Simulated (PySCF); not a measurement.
## Where the electron goes

C6H12Si.
Structure used (GFN2-xTB), in Å, numbered top down from 1:
```xyz
19
C6H12Si angstrom
C     -2.886    0.162   -0.557
C     -1.441   -0.242   -0.286
C     -0.814    0.588    0.832
Si     0.976    0.076    1.233
C      2.050    0.319   -0.301
C      3.320   -0.473   -0.524
C      2.322   -0.811   -1.272
H     -3.494    0.027    0.336
H     -3.312   -0.443   -1.355
H     -2.942    1.208   -0.852
H     -0.856   -0.119   -1.200
H     -1.410   -1.300   -0.014
H     -1.429    0.494    1.729
H     -0.844    1.642    0.549
H      1.477    0.903    2.340
H      1.016   -1.341    1.618
H      2.036    1.323   -0.732
H      4.328   -0.589   -0.211
H      1.893   -1.413   -2.034
```

Level of theory: PySCF, TDDFT B3LYP/def2-SVPD, vertical, gas phase, core orbitals frozen in the response.

Frontier orbitals with the atoms that hold most of them (Löwdin shares over 4%, at most four atoms; ? is withheld):

```
orbital  ε (eV)                              atoms
 HOMO-3   -8.96  Si4 19%, H16 12%, C3 12%, H15 12%
 HOMO-2   -8.46    C5 22%, C7 14%, Si4 13%, C3 10%
 HOMO-1   -7.75                                  ?
   HOMO       ?                                  ?
   LUMO   -0.53      C7 34%, C6 34%, C5 8%, H18 7%
 LUMO+1    0.50     C1 16%, C2 12%, Si4 10%, C3 9%
 LUMO+2    0.83     C6 21%, Si4 17%, C7 12%, C5 9%
```

**Question.** Give the leading atoms of the HOMO.

**Answer.** C7 (bonded to 2 C and H) 24%; C6 (bonded to 2 C and H) 24%; C5 (bonded to 2 C, Si and H) 22%; Si4 (bonded to 2 C and 2 H) 11%. By element: carbon 70% or more, silicon 11%.

**Question.** Give the leading atoms of the HOMO-1.

**Answer.** C3 (bonded to C, Si and 2 H) 22%; Si4 (bonded to 2 C and 2 H) 16%; C5 (bonded to 2 C, Si and H) 14%; C6 (bonded to 2 C and H) 9%. By element: carbon 44% or more, silicon 16%.

**Question.** What is the HOMO energy, and the HOMO–LUMO gap?

**Answer.** ε(HOMO) = -6.55 eV; the gap is 6.03 eV (0.2215 hartree).

**Question.** How does S1 compare with the orbital gap of 6.03 eV?

**Answer.** S1 is at 5.29 eV (f = 0.021), 0.73 eV below the gap, made of HOMO→LUMO (96%). 

**Question.** Give energy, strength and leading configuration of S1, S2 and S3, and follow the Löwdin shares of the leading atoms from the occupied to the empty orbital.

**Answer.** 
- S1 (5.29 eV, f 0.021), HOMO→LUMO (96%): C7 24% → 34%, C6 24% → 34%
- S2 (6.09 eV, f 0.012), HOMO-1→LUMO (79%): C3 22% → at most 8%, Si4 16% → at most 8%, C7 at most 9% → 34%, C6 9% → 34%
- S3 (6.32 eV, f 0.0052), HOMO→LUMO+1 (90%): C7 24% → at most 10%, C6 24% → at most 10%, C1 at most 12% → 16%, C2 at most 12% → 12%

Löwdin shares depend on the basis, the more so with diffuse functions.

Hardware: Arm Neoverse N1, one thread, on a shared host. Cost: 91 s, 1.0 GiB resident at most.

One conformer stands for the species.
